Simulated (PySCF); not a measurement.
A structure optimised at PBE-D3(BJ)/def2-SVP, used in a PySCF frequency run:

```xyz
8

Hf     0.0000     0.0000    -0.1240
O     -1.6210    -0.9359     0.3584
H     -2.3757    -1.3716     0.7723
O      0.0000     1.8717     0.3584
H      0.0000     2.7432     0.7723
O      1.6210    -0.9359     0.3584
H      2.3757    -1.3716     0.7723
H      0.0000     0.0000    -1.9906
```

Q: Write its SMILES, formula and point group.

A: [OH][HfH]([OH])[OH], H₄HfO₃, C3v

Q: What are its rotational constants (standard atomic weights)?

A: 4.5915, 4.5915, 2.6473 GHz
